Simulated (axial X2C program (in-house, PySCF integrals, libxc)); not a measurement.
# Potential curves of GaCl⁺, with spin–orbit coupling

Computed with an in-house relativistic program for diatomic molecules. Two-component (2c) means X2C with spin–orbit coupling and atomic mean-field two-electron Coulomb and Gaunt terms. Basis: Ga dyall-cv3z [9s9p7d4f1g], Cl dyall-av3z [9s8p3d2f] (cores contracted in-house); Gaussian nuclei, density fitting, unrestricted open shells. Masses: Ga 68.926 u, Cl 34.969 u.

State: Ω = 1/2 (⟨Sz⟩ = 0.50, ⟨Lz⟩ = 0.00 at PBEsol). Energies in eV from the fragments at the same level (Ga+ + Cl). Fits are polynomials in 1 − R0/R over 0.85 to 1.23 times the lowest point R0.

| R (Å) | PBEsol | PBE0 |
| --- | --- | --- |
| 1.8305 | -0.4844 | -0.1448 |
| 1.9146 | -0.9692 | -0.6403 |
| 1.9778 | -1.1663 | -0.8405 |
| 2.0409 | -1.2605 | -0.9351 |
| 2.1040 | -1.2804 | -0.9540 |
| 2.1776 | -1.2384 | -0.9111 |
| 2.2513 | -1.1515 | -0.8257 |
| 2.3460 | -1.0052 | -0.6878 |
| 2.4617 | -0.8119 | -0.5170 |
| 2.6300 | -0.5573 | -0.3156 |

Occupations by symmetry block were frozen at the best pattern of an incomplete PBE0 search. De is counted from the lowest determinant-based energies of the atoms at the same level, without counterpoise correction. Density functionals use the spin component along the axis (collinear). The 2c atoms are single determinants rather than J levels; their spin–orbit lowering is only partly caught, and De is too large by that part. This holds for PBEsol, PBE0. Without a current term, density functionals place determinants with orbital angular momentum somewhat too high.

Task: Fit the PBEsol curve near its minimum: give the equilibrium distance, the harmonic wavenumber and the well depth.

Result: At PBEsol, 2c: Re = 2.093 Å, ωe ≈ 405 cm⁻¹, De = 1.28 eV to Ga+ + Cl; Be follows as 0.166 cm⁻¹.

Task: Fit the PBE0 curve near its minimum: give the equilibrium distance, the harmonic wavenumber and the well depth.

Result: At PBE0, 2c: Re = 2.091 Å, ωe ≈ 407 cm⁻¹, De = 0.96 eV to Ga+ + Cl; Be follows as 0.166 cm⁻¹.
